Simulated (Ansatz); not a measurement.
`BB[SiH3]` + `[OH][AlH2]` → `BB[O][AlH2]` + SiH₄ at 400 K and 1 bar (cleavage of the B–Si bond).

Program: Ansatz. Geometries: PBE0-D4/def2-TZVP. ΔE: electronic, gas phase. CBS: MP2 limit from def2 TZ/QZ plus the TZ coupled-cluster correction, frozen cores. This one scheme is used for every species. Each species was taken in one conformer, which may not be the lowest.

```tsv
species	CCSD(T)/CBS energy (Eh)	H − E (kJ/mol)	S (J/(mol·K))
`BB[SiH3]`	-342.20223	174.7	345.0
`[OH][AlH2]`	-319.03157	88.7	271.1
`BB[O][AlH2]`	-369.81813	163.1	369.0
SiH₄	-291.46306	96.9	218.6
```

H − E and S are ideal-gas, rigid-rotor, harmonic terms from PBE0-D4/def2-TZVP, for one conformer and one mirror image of each species. 1 Eh = 2625.50 kJ/mol, R = 8.31446 J/(mol·K).

**Question.** By hand: ΔE, ΔH, ΔS and ΔG.

**Answer.** ΔE = (-369.81813) + (-291.46306) − (-342.20223) − (-319.03157) = -0.04739 Eh = -124.4 kJ/mol. Δ(H − E) = 163.1 + 96.9 − 174.7 − 88.7 = -3.4, so ΔH = -127.8 kJ/mol. ΔS = 369.0 + 218.6 − 345.0 − 271.1 = -28.5 J/(mol·K). ΔG = -127.8 − 400 × (-28.5)/1000 = -116.4 kJ/mol.

**Question.** By hand: the equilibrium constant, and the temperature at which ΔG would vanish if ΔH and ΔS stayed fixed.

**Answer.** log₁₀ K = −ΔG/(RT ln 10) = 15.2. ΔG = 0 at ΔH/ΔS = 4484 K, far beyond where these terms or the molecules hold.

ΔH outweighs TΔS. A doubt of 5 kJ/mol in ΔE shifts log₁₀ K by 0.7 here. Other conformers and mirror images would add mixing entropy, several J/(mol·K) or more a flexible species. These are equilibria of isolated gas molecules and say nothing of rates. Largest T1 diagnostic: 0.015 (customary marks: 0.02 for closed shells, 0.045 for open ones).
